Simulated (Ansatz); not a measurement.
Ru₃H₆, relaxed as a singlet with RKS PBE0-D4/def2-SVP in Ansatz, starting from the GFN1-xTB geometry. Force threshold 0.02 eV/Å.

In the def2 sets Ru takes a core potential; there is no spin–orbit coupling. The restricted singlet is unstable towards broken spin symmetry in Hartree–Fock (as tested in another run); at PBE0-D4/def2-SVP this wasn't settled. The relaxation made no stability test and no search for a lower SCF solution. No other spin state of charge 0 was run. Another isomer (quintet) lies 0.50 eV lower at PBE0-D4/def2-TZVP; other spin states weren't run for this one.

Start:

Cartesian coordinates in Å:
```
Ru 0.610 1.078 -0.535
Ru 0.206 0.048 1.468
Ru -0.199 -1.150 -0.495
H -1.630 -1.715 -0.813
H 2.162 1.268 -0.527
H -0.820 0.645 2.492
H -0.613 2.034 -0.778
H 0.223 -0.529 -1.935
H 0.060 -1.679 1.123
```

Task: Estimate the energy that the relaxation releases and the steps that it takes.

Result: 56.7 kcal/mol, in 12 steps; 28 s on 4 threads of Arm Neoverse V2 on a shared host. No frequencies were taken in this run, so the end may be a saddle point.

Task: Does the start keep its bonding?

Result: By distances, no bond broke or formed. The bond that changes most is Ru1–H8, from 2.17 to 1.69 Å (atoms count from 1). A close non-bonded pair moves further: H7–H8, from 2.93 to 2.00 Å.

Task: Predict the relaxed structure.

Result: 
Cartesian coordinates in Å:
```
Ru 0.596 1.076 -0.253
Ru 0.435 -0.095 1.627
Ru 0.142 -1.356 -0.508
H -1.392 -1.249 -0.511
H 2.036 0.974 -0.928
H -1.009 0.473 1.724
H -0.742 1.731 -0.811
H 0.110 0.070 -1.515
H -0.177 -1.625 1.176
```
Bond lengths (bridged metal pairs left out): 1 × Ru–Ru 2.22 Å; 8 × H–Ru 1.54 to 1.75 Å.
